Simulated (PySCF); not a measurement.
Be(H)(iPr), SMILES [BeH][CH](C)C at its B3LYP/def2-SVP optimised geometry (Å):

```
12

Be    -1.0388    -0.3512     0.0000
H     -2.3715    -0.3653    -0.0009
C      0.6553    -0.3512     0.0000
C      1.2685     0.2010     1.3059
C      1.2684     0.3461    -1.2347
H      0.9396    -1.4252    -0.0613
H      2.3716     0.1166     1.3049
H      1.0340     1.2709     1.4475
H      0.9053    -0.3316     2.2015
H      0.9048    -0.0809    -2.1850
H      2.3715     0.2617    -1.2436
H      1.0343     1.4252    -1.2532
```

Calculation: B3LYP/def2-TZVP in PySCF.

Map of the log10 of the electron density (e/bohr³), floored at −4 on the plane z = 0.6 Å:

```
|                               |
|                               |
|                               |
|                               |
|                               |
|                               |
|                ......         |
|               .::--::.        |
|              .:--===-:..      |
|         .....:-==+++=-::.     |
|     ..:::::::-=++***+=--:.    |
|    .::-------==+*##**+==-:.   |
|   .:-========++*#####*++=-:   |
|  .:-=++++++++**#%%%%##**+-:.  |
|  .-=+********##%@@@@%##*+=-.  |
| .:-=+*####**##%@@@@@%##*+=-.  |
| .:-+*#%%#####%%@@@@%%#**+-:.  |
| .:-=*#####**#%%%@@%%#*++=-:   |
|  :-=+*###****##%%%%#*+==-:.   |
|  .:-=+****++**##%%#*+=-::.    |
|  .::-=++++==++**###*+=:..     |
|   .::--==---==++***+=-:.      |
|    ..:::::::--==+++=-:.       |
|       ......::--===-:.        |
|              ..:::::.         |
|                .....          |
|                               |
|                               |
|                               |
|                               |
|                               |
```
Scale: ten equal steps from -4.00 (start of ' ') to -0.645 (end of '@'), in the order ' .:-=+*#%@'; x runs from -4.50 to 4.50, y from -4.50 (bottom) to 4.50 (top).
